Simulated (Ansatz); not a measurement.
One change: `FC([SiH3])[SeH]` becomes `FC(S)[SeH]`.

Ansatz, PBE0-D4/def2-TZVP geometries, multiplicity 1. Each molecule was computed in one conformer, which needn't be the lowest.

Scalar relativity is left out up to krypton.

```csv
property,`FC([SiH3])[SeH]`
HOMO–LUMO gap (B3LYP/def2-TZVPP) / eV,6.24
HOMO energy (ωB97M-V/def2-TZVPP) / eV,-9.36
LUMO energy (PBE/def2-TZVPP) / eV,-1.32
HOMO energy (PBE/def2-TZVPP) / eV,-6.01
HOMO–LUMO gap (PBE0/def2-TZVPP) / eV,6.71
HOMO energy (B3LYP/def2-TZVPP) / eV,-6.93
```

(1) What does the change do to each property? (An estimate is asked.)

Answers

(1) The calculation gave: 
| property | `FC(S)[SeH]` | shift |
| --- | --- | --- |
| HOMO–LUMO gap (B3LYP/def2-TZVPP) / eV | 5.93 | -0.31 |
| HOMO energy (ωB97M-V/def2-TZVPP) / eV | -9.32 | 0.04 |
| LUMO energy (PBE/def2-TZVPP) / eV | -1.59 | -0.27 |
| HOMO energy (PBE/def2-TZVPP) / eV | -5.91 | 0.10 |
| HOMO–LUMO gap (PBE0/def2-TZVPP) / eV | 6.43 | -0.28 |
| HOMO energy (B3LYP/def2-TZVPP) / eV | -6.88 | 0.05 |

With PBE0 the HOMO rises by 0.05 eV and the LUMO falls by 0.23 eV, so the gap narrows by about 0.28 eV. PBE moves the HOMO by 0.10 eV and ωB97M-V by 0.04 eV.

B3LYP here is the variant with VWN-RPA as its local correlation; programs differ in this.

Spin–orbit coupling is left out; it splits and shifts lone-pair levels of the heavy atoms by tenths of an eV.
